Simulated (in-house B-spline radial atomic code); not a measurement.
# The niobium ion Nb²⁺: [Kr] 4d3

Level of theory: non-relativistic CAM-B3LYP, spin-polarised, spherical fractional occupations, exact exchange averaged over the configuration, point nucleus; calculated with a B-spline radial code for spherical atoms.

Effective charges: Z_r = [3n² - l(l+1)]/(2<r>) from the radius, Z_e = n√(-2ε) from the energy, and Slater's rules. Values are occupation-weighted means over spin.

```tsv
shell	electrons	ε (eV)	<r> (bohr)	Z_r	Z_e	Slater
1s	2	-18438	0.0372	40.32	36.81	40.70
2s	2	-2568.5	0.1629	36.84	27.48	36.85
2p	6	-2360.5	0.1398	35.78	26.34	36.85
3s	2	-449.36	0.4545	29.70	17.24	29.75
3p	6	-369.97	0.4505	27.75	15.64	29.75
3d	10	-224.9	0.4319	24.31	12.20	19.85
4s	2	-77.953	1.184	20.27	9.57	13.25
4p	6	-55.104	1.303	17.66	8.05	13.25
4d	3	-23.082	1.816	11.56	5.21	4.30
```

The least bound orbital is 4d up at -23.08 eV, and it is also the most diffuse (<r> = 1.816 bohr).

The density falls to 0.001 bohr⁻³ at 3.594 bohr; Σ<r²> = 30.916 bohr² gives, by the non-relativistic formula and without the paramagnetism of open shells, a Langevin diamagnetic susceptibility of -24.49×10⁻⁶ cm³/mol.
